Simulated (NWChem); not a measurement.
Molecule: C3H6O; SMILES C1COC1

All runs: NWChem. Pople sets run with spherical d functions. Each level has its own optimisation; frequencies are unscaled. Brackets give each atom's bonded neighbours. One conformer.

```json
[
 {"level": "Hartree-Fock/STO-3G", "r C–C (Å)": "1.548", "r C–H [C(CCHH)–H(C)] (Å)": "1.086", "r C–O (Å)": "1.457", "r C–H [C(CHHO)–H(C)] (Å)": "1.095", "highest harmonic frequency (cm⁻¹)": "3763", "lowest (cm⁻¹)": "157", "zero-point energy (kcal/mol)": "64.9", "dipole (D)": "1.64"},
 {"level": "Hartree-Fock/3-21G", "r C–C (Å)": "1.558", "r C–H [C(CCHH)–H(C)] (Å)": "1.079", "r C–O (Å)": "1.476", "r C–H [C(CHHO)–H(C)] (Å)": "1.078", "highest harmonic frequency (cm⁻¹)": "3329", "lowest (cm⁻¹)": "127", "zero-point energy (kcal/mol)": "58.5", "dipole (D)": "2.63"},
 {"level": "Hartree-Fock/6-31G*", "r C–C (Å)": "1.537", "r C–H [C(CCHH)–H(C)] (Å)": "1.082", "r C–O (Å)": "1.419", "r C–H [C(CHHO)–H(C)] (Å)": "1.084", "highest harmonic frequency (cm⁻¹)": "3305", "lowest (cm⁻¹)": "92", "zero-point energy (kcal/mol)": "58.9", "dipole (D)": "2.20"},
 {"level": "B3LYP/6-31G*", "r C–C (Å)": "1.543", "r C–H [C(CCHH)–H(C)] (Å)": "1.093", "r C–O (Å)": "1.445", "r C–H [C(CHHO)–H(C)] (Å)": "1.098", "highest harmonic frequency (cm⁻¹)": "3146", "lowest (cm⁻¹)": "71", "zero-point energy (kcal/mol)": "54.9", "dipole (D)": "1.97"},
 {"level": "PBE/def2-SVP", "r C–C (Å)": "1.543", "r C–H [C(CCHH)–H(C)] (Å)": "1.107", "r C–O (Å)": "1.442", "r C–H [C(CHHO)–H(C)] (Å)": "1.115", "highest harmonic frequency (cm⁻¹)": "3081", "lowest (cm⁻¹)": "55", "zero-point energy (kcal/mol)": "52.8", "dipole (D)": "1.83"},
 {"level": "BLYP/def2-SVP", "r C–C (Å)": "1.553", "r C–H [C(CCHH)–H(C)] (Å)": "1.107", "r C–O (Å)": "1.455", "r C–H [C(CHHO)–H(C)] (Å)": "1.114", "highest harmonic frequency (cm⁻¹)": "3050", "lowest (cm⁻¹)": "76", "zero-point energy (kcal/mol)": "52.5", "dipole (D)": "1.84"},
 {"level": "PBE0/def2-SVP", "r C–C (Å)": "1.534", "r C–H [C(CCHH)–H(C)] (Å)": "1.099", "r C–O (Å)": "1.425", "r C–H [C(CHHO)–H(C)] (Å)": "1.105", "highest harmonic frequency (cm⁻¹)": "3174", "lowest (cm⁻¹)": "72", "zero-point energy (kcal/mol)": "54.9", "dipole (D)": "1.93"}
]
```
